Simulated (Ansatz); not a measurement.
The same molecule with X = B, Al, Ga, In. Ansatz, PBE0-D4/def2-TZVP geometries, multiplicity 1.

Elements past krypton have def2 core potentials. Scalar relativity is left out up to krypton.

```tsv
X	molecule	mean X–Cl bond length / Å	LUMO energy (PBE/def2-TZVPP) / eV	HOMO–LUMO gap (PBE/def2-TZVPP) / eV	ideal-gas entropy at 298 K and 1 bar (rigid rotor, harmonic PBE0-D4/def2-TZVP) / J/(mol·K)
B	`ClB(Cl)Cl`	1.737	-2.61	5.04	290
Al	`[Cl][Al]([Cl])[Cl]`	2.069	-2.11	5.84	314
In	`[Cl][In]([Cl])[Cl]`	2.293	-3.76	4.26	341
```

(1) Give the row for X = Ga, `[Cl][Ga]([Cl])[Cl]`. (An estimate is asked.)

Answers

(1) The calculation gave: 
| X | molecule | mean X–Cl bond length / Å | LUMO energy (PBE/def2-TZVPP) / eV | HOMO–LUMO gap (PBE/def2-TZVPP) / eV | ideal-gas entropy at 298 K and 1 bar (rigid rotor, harmonic PBE0-D4/def2-TZVP) / J/(mol·K) |
| --- | --- | --- | --- | --- | --- |
| Ga | `[Cl][Ga]([Cl])[Cl]` | 2.112 | -2.89 | 5.13 | 326 |

From B to In the mean X–Cl bond length rises at each step, by 0.556 Å in all; the LUMO energy (PBE/def2-TZVPP) isn't monotonic: highest at Al, lowest at In; the HOMO–LUMO gap (PBE/def2-TZVPP) isn't monotonic: highest at Al, lowest at In; the ideal-gas entropy at 298 K and 1 bar (rigid rotor, harmonic PBE0-D4/def2-TZVP) rises at each step, by 51 J/(mol·K) in all. Bonds lengthen as the atom grows down the group.
